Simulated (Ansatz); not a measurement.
A series at Ge: from `[OH][GeH2][SiH](O)O`, ligands are replaced one by one, each step taking up H₂ and setting free H₂O; n counts the steps. Ansatz, PBE0-D4/def2-TZVP geometries. Each molecule was computed in one conformer, which needn't be the lowest.

| n | molecule | HOMO energy, ωB97M-V/def2-TZVPP (eV) |
| --- | --- | --- |
| 0 | `[OH][GeH2][SiH](O)O` | -10.03 |
| 1 | `O[SiH](O)[GeH3]` | -9.85 |
| 2 | `O[SiH2][GeH3]` | -10.13 |
| 3 | `[SiH3][GeH3]` | ? |

Problem. By hand: fit a straight line y = ȳ + b (n − n̄) to the 3 given rows and predict n = 3.

Solution. n̄ = 1.000, ȳ = -10.003; Σ(n − n̄)(y − ȳ) = -0.100, Σ(n − n̄)² = 2.000, so b = -0.050 eV a step. Prediction: -10.003 + (-0.050) × (2.000) = -10.10 eV.

Problem. By hand: compare with the computed value, -10.34 eV, and give the steps along the whole series.

Solution. The line misses by -0.24 eV (computed minus predicted). Steps: 0.18, -0.28, -0.21 eV.

The steps change sign along the series, so a line is a poor guide. The highest orbital can change its character along such a series. The miss is 49.0 % of the series' range.
